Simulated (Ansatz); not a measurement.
Input for Ansatz (an electronic-structure program): U-B3LYP/cc-pV(T+d)Z on AlF2H (SMILES [F][AlH][F]), a point of a bond scan (R = 2.466 Å). Files ending in .json are basis or fitting sets from the Basis Set Exchange.

Ansatz 0.2 input:
```yaml
crystal:
  periodic: [false, false, false]
  atoms:
    - {symbol: Al, position_ang: [-0.29735585, -0.20000769, -0.23453486]}
    - {symbol: H, position_ang: [-1.37591570, -0.92546933, -1.08523238]}
    - {symbol: F, position_ang: [-0.18128465, 2.26245810, -0.15964214]}
    - {symbol: F, position_ang: [0.80236859, -1.04990625, 0.64396034]}
basis:
  gaussian:
    orbitals: cc-pV_T+d_Z.json
hamiltonian:
  xc: {name: B3LYP}
magnetization: {spin_polarized: true, initial_magnetization: 0}
```

Problem. What total energy does the run end on?

Solution. -442.8639 hartree.
